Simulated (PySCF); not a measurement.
**S²⁺: ionisation energy**

S²⁺ [Ne] 3s2 3p2 [3p1/2^2, M_J = 0] → S³⁺ [Ne] 3s2 3p1 [3p1/2^1, M_J = 1/2], as a difference of total energies. Computed with PySCF 2.14 in an uncontracted even-tempered set (21 s from 0.054 bohr⁻², ratio 2.4; 14 p from 0.071 bohr⁻², ratio 2.4; 6 d from 0.76 bohr⁻², ratio 2.6; 5 f from 1.1 bohr⁻², ratio 2.6), with the two-component X2C-1e Hamiltonian. Correlated levels: 1s2 frozen; the 46 highest virtual spinors dropped. "Screened" scales the spin-orbit matrix elements by Boettger's factors to mimic the two-electron term; Breit and QED terms are absent.

```
                    method  ionisation energy (eV)
           GHF (spin-free)                  34.003
          GMP2 (spin-free)                  34.577
 GHF (screened spin-orbit)                  33.966
GMP2 (screened spin-orbit)                  34.539
```

How much does correlation contribute at GMP2 (screened spin-orbit)?

34.539 − (33.966) = 0.573 eV, measured against GHF (screened spin-orbit).

The labels give the starting determinants; with spin-orbit coupling the two ends relaxed to ⟨J²⟩ = 1.91, ⟨L²⟩ = 2.00, ⟨S²⟩ = 2.00 and ⟨J²⟩ = 0.93, ⟨L²⟩ = 2.04, ⟨S²⟩ = 0.76.

The determinant of S²⁺ mixes levels of different J (the jj label is only the starting occupation), so the difference between spin-free and spin-orbit rows is not the physical spin-orbit shift.

For comparison: 34.86 ± 0.04 eV (semi-empirical (NIST evaluation); NIST Atomic Spectra Database, ionization energies).
